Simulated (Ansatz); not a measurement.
Reaction: GeH4Se (SMILES [GeH3][SeH]) → GeH3Se (SMILES [Se][GeH3], doublet) + H (doublet) (the H-Se bond breaks)
Each species at its own B3LYP-D3(BJ)/def2-TZVP minimum (Ansatz, a program for electronic structure).

Total energies in hartree (Ansatz). Radicals and triplets start from unrestricted determinants; spin-orbit coupling is neglected. Correlated methods leave the cores frozen (noble-gas shells, and filled d and f shells in the p block). No relativity. Where a partner has so few electrons that a lower coupled-cluster level is exact, that level stands in.

```tsv
species	HF/cc-pVTZ	CCSD(T)/cc-pVTZ	HF/cc-pVQZ	CCSD(T)/cc-pVQZ	CCSDT(Q)/cc-pVTZ
1: GeH4Se (SMILES [GeH3][SeH])	-4477.64158	-4477.97556	-4477.64887	-4478.00467	-4477.97718
2: GeH3Se (SMILES [GeH3][Se], doublet)	-4477.04916	-4477.34470	-4477.05614	-4477.37160	-4477.34637
3: H (doublet)	-0.49981	-0.49981	-0.49995	-0.49995	-0.49981
```

Problem. Work out the bond dissociation energy (electronic) in kJ/mol: take Hartree-Fock from cc-pVQZ, extrapolate the CCSD(T) correlation energy as X^-3 (X = 3, 4), and add CCSDT(Q) - CCSD(T) in cc-pVTZ. 1 hartree = 2625.5 kJ/mol.

Solution. 
Species 1: correlation (64·(-0.35580) - 27·(-0.33398))/37 = -0.37172; step -0.00162; E1 = -4477.64887 + (-0.37172) + (-0.00162) = -4478.02221
Species 2: correlation (64·(-0.31546) - 27·(-0.29554))/37 = -0.33000; step -0.00167; E2 = -4477.05614 + (-0.33000) + (-0.00167) = -4477.38781
Species 3: correlation (64·(0.00000) - 27·(0.00000))/37 = 0.00000; step +0.00000; E3 = -0.49995 + (0.00000) + (+0.00000) = -0.49995
-1·E1 +1·E2 +1·E3 = 0.13445 hartree = 353.0 kJ/mol.
